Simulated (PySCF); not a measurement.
Job file and geometry (Å, from GFN2-xTB) of an NMR shielding run on `InChI=1S/C7H16BP/c1-3-7-4-5-9(2,8)6-7/h6H,3-5H2,1-2,8H3/t9-/m1/s1`, PySCF, GIAO PBE0/pcSseg-1 NMR shielding, non-relativistic, gas phase; density fitting, a coarse starting grid and PySCF grid level 2 are the driver's defaults:

```
$ OMP_NUM_THREADS=1 python probes_run.py task.json out

{"job": {"kind": "nmr", "xc": "PBE0", "basis": "pcSseg-1"}, "charge": 0, "multiplicity": 1}
B     -2.629374    -1.807968     0.315085
P     -1.558637    -0.226286     0.105101
C     -2.396595     1.377082     0.457489
C      0.010320    -0.049771     0.982225
C      1.010973     0.367376     0.209739
C      2.425732     0.555216     0.662941
C      3.292479    -0.644958     0.273652
C      0.656952     0.672036    -1.221388
C     -0.719996     0.070122    -1.519084
H     -3.010529    -1.776329     1.444165
H     -1.895100    -2.716163     0.081029
H     -3.507132    -1.683230    -0.483431
H     -3.285664     1.448530    -0.166841
H     -1.735838     2.220959     0.268066
H     -2.704609     1.381758     1.501602
H      0.108368    -0.299734     2.026490
H      2.837919     1.459336     0.208050
H      2.448982     0.674768     1.747826
H      3.335459    -0.758354    -0.806784
H      4.305535    -0.512062     0.645244
H      2.882340    -1.557482     0.699153
H      1.415425     0.277049    -1.899666
H      0.646149     1.758837    -1.352356
H     -0.616995    -0.905982    -1.998286
H     -1.327100     0.699396    -2.170886
```

Problem. What does the program print?

Solution. 
```
coarse grid: 20232 points
cycle   1  E = -641.8707549828  dE =  9.677e-01  |g| = 5.466e-01  |ddm| = 4.375e+00
cycle   2  E = -641.8838287586  dE = -1.307e-02  |g| = 5.210e-01  |ddm| = 1.187e+00
cycle   3  E = -641.9605227569  dE = -7.669e-02  |g| = 4.028e-02  |ddm| = 5.511e-01
cycle   4  E = -641.9607372502  dE = -2.145e-04  |g| = 2.779e-02  |ddm| = 6.520e-02
cycle   5  E = -641.9609199784  dE = -1.827e-04  |g| = 9.009e-03  |ddm| = 3.197e-02
cycle   6  E = -641.9609400119  dE = -2.003e-05  |g| = 2.098e-03  |ddm| = 1.089e-02
cycle   7  E = -641.9609412114  dE = -1.200e-06  |g| = 2.900e-04  |ddm| = 2.393e-03
final grid: 187544 points
cycle   8  E = -642.0160802022  dE = -5.771e-05  |g| = 9.799e-03  |ddm| = 4.266e-02
cycle   9  E = -642.0160756745  dE =  4.528e-06  |g| = 1.082e-02  |ddm| = 1.810e-02
cycle  10  E = -642.0161053623  dE = -2.969e-05  |g| = 1.164e-03  |ddm| = 9.980e-03
cycle  11  E = -642.0161057136  dE = -3.513e-07  |g| = 3.498e-04  |ddm| = 1.527e-03
cycle  12  E = -642.0161057413  dE = -2.770e-08  |g| = 1.194e-04  |ddm| = 4.027e-04
cycle  13  E = -642.0161057451  dE = -3.857e-09  |g| = 2.230e-05  |ddm| = 1.510e-04
cycle  14  E = -642.0161057453  dE = -1.273e-10  |g| = 7.021e-06  |ddm| = 3.312e-05
converged SCF energy = -642.0161057453

GIAO shielding tensors (ppm)
atom      isotropic    diamagn.    paramagn.     s11        s22        s33       span
  0 B      148.352     189.529     -41.177    140.857    146.669    157.530     16.672
  1 P      285.385     967.776    -682.391    192.759    330.980    332.416    139.657
  2 C      170.188     253.542     -83.354    157.319    166.335    186.910     29.591
  3 C       58.715     262.903    -204.188    -35.664     77.714    134.095    169.760
  4 C       14.771     265.246    -250.475   -100.235     12.699    131.849    232.084
  5 C      155.075     246.110     -91.034    140.695    151.730    172.801     32.107
  6 C      169.936     246.342     -76.407    154.576    168.904    186.327     31.752
  7 C      149.420     250.775    -101.355    119.589    154.132    174.539     54.950
  8 C      157.955     256.298     -98.343    134.637    162.936    176.292     41.655
  9 H       30.824      29.437       1.387     27.397     29.169     35.906      8.510
 10 H       31.023      29.713       1.310     27.351     29.875     35.843      8.493
 11 H       30.897      29.371       1.527     27.509     29.378     35.805      8.296
 12 H       30.504      29.807       0.697     26.305     27.476     37.731     11.426
 13 H       30.490      32.774      -2.283     25.316     30.144     36.012     10.696
 14 H       30.286      30.335      -0.049     26.135     27.655     37.069     10.934
 15 H       25.876      36.394     -10.518     24.036     25.282     28.309      4.272
 16 H       29.704      30.645      -0.940     25.666     28.800     34.647      8.981
 17 H       29.194      31.411      -2.217     24.350     29.093     34.139      9.789
 18 H       30.470      30.054       0.416     25.828     30.148     35.434      9.606
 19 H       30.419      26.669       3.751     26.055     27.102     38.101     12.046
 20 H       30.784      30.264       0.521     26.434     29.966     35.953      9.519
 21 H       28.916      33.175      -4.259     23.668     28.759     34.322     10.653
 22 H       29.108      32.741      -3.633     24.611     28.036     34.679     10.068
 23 H       29.614      33.358      -3.745     24.101     28.964     35.776     11.675
 24 H       29.940      32.733      -2.793     25.689     28.189     35.942     10.252
```

Size and cost of the density-fitted run: 240 basis functions, of the order of 2.7 core-minutes.
